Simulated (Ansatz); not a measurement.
The first iterations of a band of ClH3HfO3 + H3P (12 atoms, charge 0, multiplicity 1).

Method: Ansatz 0.2.0, RKS B3LYP/def2-SVP.

| Item | Value |
| --- | --- |
| movable images | 5 |
| climbing image | yes |
| spring | 5.0 eV/Å² |
| optimiser | quadratic models (default) |
| start path | through a guess of the saddle point |
| force threshold | 0.05 eV/Å |
| iteration limit | 60 |
| end points | relaxed |

Image 0:

```xyz
12
Properties=species:S:1:pos:R:3
Hf -0.229 -0.515 0.157
Cl -0.278 -0.385 2.556
O 1.581 -0.828 -0.427
H 2.450 -0.958 -0.806
O -0.899 1.133 -0.588
H -1.222 1.910 -1.043
O -1.351 -1.977 -0.394
H -1.876 -2.691 -0.756
P 2.089 3.306 1.448
H 2.993 2.374 0.845
H 1.066 3.064 0.478
H 1.563 2.338 2.358
```

Image 6:

```xyz
12
Properties=species:S:1:pos:R:3
Hf 0.201 0.307 -0.471
Cl 1.501 -0.807 3.479
O 1.786 -0.762 -0.711
H 2.486 -1.413 -0.776
O -0.313 1.220 -2.091
H -0.610 1.557 -2.937
O -1.297 -0.561 0.373
H -1.942 -1.130 0.796
P 0.954 2.091 1.351
H 1.855 2.866 0.561
H -0.148 2.993 1.257
H 1.415 0.411 2.997
```

| iteration | highest image above the first end (eV) | largest band force component (eV/Å) |
| --- | --- | --- |
| 1 | 8.397 | 17.980 |
| 2 | 3.683 | 7.019 |
| 3 | 3.055 | 3.385 |
| 4 | 2.626 | 1.140 |
| 5 | 2.347 | 0.855 |
| 6 | 2.102 | 1.262 |
| 7 | 2.020 | 0.492 |
| 8 | 2.015 | 0.815 |
| 9 | 1.960 | 0.419 |
| 10 | 1.950 | 0.322 |
| 11 | 1.939 | 1.835 |

Task: Does the band converge within its limit, and where does its top end?

Result: The forces met the threshold. It ended after 34 iterations with the highest image 1.736 eV above the first end. Neighbouring images differ by up to 1.3 eV, so the band resolves the path poorly. A vibrational analysis at the climbing image gives one clearly imaginary mode, 451i cm⁻¹: a first-order saddle point. The orbitals stay closed-shell, which can raise the energy where a bond breaks towards radicals; this wasn't checked here.

Run time: 9.1 min on 4 threads of Arm Neoverse V1 (shared host), peak memory 0.5 GiB.
